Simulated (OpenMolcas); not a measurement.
## O3+: CASPT2 settings compared

| Quantity | Value |
| --- | --- |
| Program | OpenMolcas |
| Basis | ANO-R3 [4s4p2d1f] |
| Scalar Hamiltonian | X2C, finite nucleus |
| Active space | 3 electrons in 8 orbitals (2s 2p 3s 3p) |
| State averaging | 2S+1 = 2 odd, 3 roots; 2S+1 = 4 odd, 1 root kept (CI in the orbitals of an earlier block); 2S+1 = 2 even, 9 roots; 2S+1 = 4 even, 3 roots kept (CI in the orbitals of an earlier block) |
| Spin-orbit coupling | state interaction with AMFI integrals over the reference wave functions, term energies averaged over their components |

Methods on the same reference wave functions:
A. CASSCF
B. SS-CASPT2, IPEA 0.15 Eh, real shift 0.05 Eh (closed shells correlated: none)
C. SS-CASPT2, IPEA 0.2 Eh, sigma1 regulariser 0.2 Eh (closed shells correlated: none)
D. SS-CASPT2, IPEA 0.15 Eh, imaginary shift 0.05 Eh (closed shells correlated: 1s)

Energies in cm⁻¹ above 2s² 2p ²P°_1/2, the measured ground level; measured values from Moore, Selected Tables of Atomic Spectra, NSRDS-NBS 3, section 10.

```json
{"Level": "2s² 2p ²P°_1/2", "A": "0.0", "B": "0.0", "C": "0.0", "D": "0.0", "Measured": "0.0"}
{"Level": "2s² 2p ²P°_3/2", "A": "365", "B": "365", "C": "365", "D": "365", "Measured": "386"}
{"Level": "2s 2p² ⁴P_1/2", "A": "67042", "B": "70791", "C": "70777", "D": "70507", "Measured": "71440"}
{"Level": "2s 2p² ⁴P_3/2", "A": "67171", "B": "70920", "C": "70905", "D": "70635", "Measured": "71570"}
{"Level": "2s 2p² ⁴P_5/2", "A": "67384", "B": "71133", "C": "71118", "D": "70848", "Measured": "71756"}
{"Level": "2s 2p² ²D_3/2", "A": "132766", "B": "127684", "C": "127708", "D": "127207", "Measured": "126950"}
{"Level": "2s 2p² ²D_5/2", "A": "132771", "B": "127689", "C": "127714", "D": "127212", "Measured": "126936"}
{"Level": "2s 2p² ²S_1/2", "A": "166318", "B": "165519", "C": "165509", "D": "165130", "Measured": "164366"}
{"Level": "2s 2p² ²P_1/2", "A": "191087", "B": "183039", "C": "183101", "D": "181958", "Measured": "180481"}
{"Level": "2s 2p² ²P_3/2", "A": "191342", "B": "183294", "C": "183355", "D": "182212", "Measured": "180724"}
```

Deviations, from unrounded energies. A percentage is the sum of absolute deviations over the sum of measured energies, with the sign that they share, or ± where signs differ.

| Against measurement | Levels | A | B | C | D |
| --- | --- | --- | --- | --- | --- |
| mean absolute deviation (cm-1) | 9 | 5300 | 1100 | 1100 | 780 |
| fine structure of the ground term (%) | 1 | -5.3 | -5.3 | -5.3 | -5.3 |
| other configurations (%) | 8 | ±4.8 | ±1.0 | ±1.0 | ±0.7 |

D lies closest to measurement on these levels and A furthest from it. The largest miss of D in the table is 2s 2p² ²P_3/2, by +1500 cm-1. The ranking rests on the paired levels alone, and a cruder setting can come out closer through cancelling errors.

Among B to D the level of the table that moves most is 2s 2p² ²P_3/2, by 1100 cm-1 (lowest in D, highest in C).

The lowest spin-free term lies below A's lowest term by 0.031 hartree in B, 0.031 hartree in C, 0.040 hartree in D.

Terms from blocks run as CI alone lack orbitals of their own. Active for correlation alone: 3p 3s; no level in the range computed is led by a configuration that fills them, so any true level of that kind is missing. Computed and measured levels are paired by configuration, term and J; levels that our copy of the source lacks, or whose pairing is in doubt (as where it misses far off the trend of its configuration), stay unpaired and out of the deviations. Levels of configurations outside the active space are missing. The table leaves out levels that lie high or whose names do not pair safely across all columns.

° marks odd parity.
